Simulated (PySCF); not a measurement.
# Computed properties of SnClI, SMILES [Cl][Sn][I]

SnClI, SMILES [Cl][Sn][I] (connectivity only; charge and spin as stated), neutral, multiplicity 1. Geometry optimised at B3LYP-D3(BJ)/def2-SVP. The def2 effective core potentials stand for the cores of I, Sn; spin–orbit coupling is left out. Other conformers were not sampled. All values are computed for the isolated molecule unless a solvent is named; none is compared with measurement here.

**Structure.** The optimised structure has Cs symmetry. All 3 harmonic modes at B3LYP-D3(BJ)/def2-SVP (PySCF) are real, so it is a minimum. With heavy atoms numbered as in [Sn:1]([Cl:2])[I:3], the shortest bond between them is Sn1–Cl2 at 2.407 Å and the longest Sn1–I3 at 2.774 Å.

**Vibrations.** The strongest infrared lines (harmonic, unscaled, degenerate partners summed) lie at 346 cm⁻¹ (59 km/mol, Cl 77 %, Sn 23 %), 189 cm⁻¹ (31 km/mol, Sn 54 %, I 45 %), 86 cm⁻¹ (1 km/mol, Cl 65 %, I 21 %, Sn 14 %). The softest mode is at 86 cm⁻¹ and the zero-point energy is 0.9 kcal/mol.

**Electronic structure.** HF/def2-TZVPD (PySCF) places the frontier levels at -9.65 and -0.70 eV, a gap of 8.95 eV, and gives a dipole moment of 3.42 D and a mean polarisability of 93.9 bohr³.

**Excitations.** TDA-PBE0/def2-SVPD (PySCF) has S1 at 3.03 eV (409 nm, f = 0.002, weak); the most intense of the 10 singlets computed lies at 5.31 eV (f = 0.04). T1 (TDA) is at 2.46 eV, 0.57 eV under S1.
